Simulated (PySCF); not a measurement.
# LaCl3(H2O) relaxed at several levels

Computed with PySCF 2.14.0, PBE0, def2-SVP on the ligands, density fitting, scalar-relativistic core potentials, no spin-orbit coupling, vacuum. Each row is relaxed at its own level from the same template. Distances are means of the shortest metal–ligand contacts, charges and spins Mulliken's; removal energies are rigid, with the ligand's formal charge and no counterpoise, so too large; for an anion taken off a cation in vacuum most of it is the attraction of opposite charges, and multiply charged cations can part far more cheaply with an electron moved from ligand to metal. lcecp potentials hold a fixed number of 4f electrons in the core, out of states, spins and gaps.

| level | basis on the metal | point group | M–Cl (Å) | M–H2O (Å) | charge on M (e) | dipole (D) | HOMO–LUMO gap (eV) | removal of one Cl (eV) | strongest infrared band, degenerate modes summed (cm⁻¹) | unstable modes (below −25 cm⁻¹) |
| --- | --- | --- | --- | --- | --- | --- | --- | --- | --- | --- |
| PBE0 | lcecp-1-SVP with ECP46 | Cs | 2.624 | 2.531 | 0.96 | 5.29 | – | 8.62 | – | 1 (soft) |

Problem. What does the calculation give for PBE0, def2-SVP with ECP46?

Solution. point group: C1, M–Cl (Å): 2.634, M–H2O (Å): 2.525, charge on M (e): 0.95, dipole (D): 5.03, HOMO–LUMO gap (eV): 6.57, removal of one Cl (eV): 8.83, strongest infrared band, degenerate modes summed (cm⁻¹): 3924, unstable modes (below −25 cm⁻¹): 0.
```xyz
7

La    0.0531   -0.1422   -0.0664
Cl    0.9417    2.2256    0.7702
Cl   -1.4844   -1.5900    1.4821
Cl    1.3728   -1.3884   -1.9532
O    -1.2232    1.6231   -1.3429
H    -0.8014    2.4306   -0.9970
H    -1.5805    1.8190   -2.2168
```

Members with unstable modes aren't minima as they stand: saddle points kept by symmetry or, where the modes are soft, flat surfaces and noise. Moved off a saddle point of the template and relaxed again: PBE0. One start shape was tried for each, so a minimum needn't be the lowest isomer.
